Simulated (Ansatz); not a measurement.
Cost and result up the ladder for the cluster Sn3H6 (9 atoms). The state is a singlet with charge 0. Geometry: PBE0-D4/def2-SVP.

```xyz
9

Sn   -1.298   -0.264    0.279
Sn    1.572   -1.242   -1.119
Sn    1.169    0.930    0.746
H    -0.408   -1.582   -0.738
H    -2.043   -1.407    1.322
H     1.016    2.584    0.317
H     1.436    0.831    2.441
H    -2.419    0.220   -0.925
H     0.974   -0.071   -2.322
```

Ansatz on 4 threads of Arm Neoverse V2 on a shared host. Times are rough, and most runs start from the orbitals of an earlier one. PBE0-D4/def2-TZVPD serves as the yardstick here, not as an exact answer. Differences are given only for rows in sets of like size (and for xTB, whose basis is part of the method), since another set adds its own error. Binding counts from free atoms at the same level (Sn triplet, H doublet; other spins of the atoms weren't run), without zero-point energy or a counterpoise term.

In the def2 sets Sn takes a core potential; there is no spin–orbit coupling. LC-ωPBE has ω = 0.4 bohr⁻¹. B3LYP takes the VWN-RPA correlation. HSE06 is defined as in plane-wave codes, on full-range PBE exchange. Correlated methods freeze 12 core orbitals; core or outer-core shells of Sn are correlated, in sets that lack core-valence functions. The rows differ in basis, and correlated rows in double-zeta sets carry the largest basis error. The structure comes from a short search, and lower isomers may exist.

Correlated methods converge slowly with the basis, most of all in double-zeta sets.

```json
{"level": "PBE-D4/def2-SVP", "functions": "108", "wall time": "0.8 s", "binding energy per atom (eV)": "2.20", "difference from PBE0-D4/def2-TZVPD (eV)": "–"}
{"level": "LDA (SPW92)/def2-TZVP", "functions": "186", "wall time": "0.9 s", "binding energy per atom (eV)": "2.58", "difference from PBE0-D4/def2-TZVPD (eV)": "0.38"}
{"level": "HF/def2-TZVP", "functions": "186", "wall time": "1.4 s", "binding energy per atom (eV)": "1.49", "difference from PBE0-D4/def2-TZVPD (eV)": "-0.71"}
{"level": "PBE-D4/def2-TZVP", "functions": "186", "wall time": "1.6 s", "binding energy per atom (eV)": "2.22", "difference from PBE0-D4/def2-TZVPD (eV)": "0.02"}
{"level": "LC-ωPBE/def2-TZVP", "functions": "186", "wall time": "1.9 s", "binding energy per atom (eV)": "2.16", "difference from PBE0-D4/def2-TZVPD (eV)": "-0.04"}
{"level": "PBE-D4/def2-TZVPD", "functions": "222", "wall time": "2.2 s", "binding energy per atom (eV)": "2.22", "difference from PBE0-D4/def2-TZVPD (eV)": "0.02"}
{"level": "B3LYP-D4/def2-TZVP", "functions": "186", "wall time": "2.3 s", "binding energy per atom (eV)": "2.23", "difference from PBE0-D4/def2-TZVPD (eV)": "0.03"}
{"level": "MP2/def2-TZVP", "functions": "186", "wall time": "2.3 s", "binding energy per atom (eV)": "2.04", "difference from PBE0-D4/def2-TZVPD (eV)": "-0.16"}
{"level": "PBE0-D4/def2-TZVP", "functions": "186", "wall time": "2.5 s", "binding energy per atom (eV)": "2.20", "difference from PBE0-D4/def2-TZVPD (eV)": "0.00"}
{"level": "r2SCAN-D4/def2-TZVP", "functions": "186", "wall time": "3.2 s", "binding energy per atom (eV)": "2.23", "difference from PBE0-D4/def2-TZVPD (eV)": "0.03"}
{"level": "PBE0-D4/def2-TZVPD", "functions": "222", "wall time": "3.3 s", "binding energy per atom (eV)": "2.20", "difference from PBE0-D4/def2-TZVPD (eV)": "0.00"}
{"level": "HSE06-D4/def2-TZVP (with forces)", "functions": "186", "wall time": "3.8 s", "binding energy per atom (eV)": "2.20", "difference from PBE0-D4/def2-TZVPD (eV)": "0.00"}
{"level": "r2SCAN-D4/def2-TZVPD", "functions": "222", "wall time": "4.1 s", "binding energy per atom (eV)": "2.23", "difference from PBE0-D4/def2-TZVPD (eV)": "0.04"}
{"level": "CCSD(T)/def2-SVP", "functions": "108", "wall time": "9.5 s", "binding energy per atom (eV)": "2.05", "difference from PBE0-D4/def2-TZVPD (eV)": "–"}
```
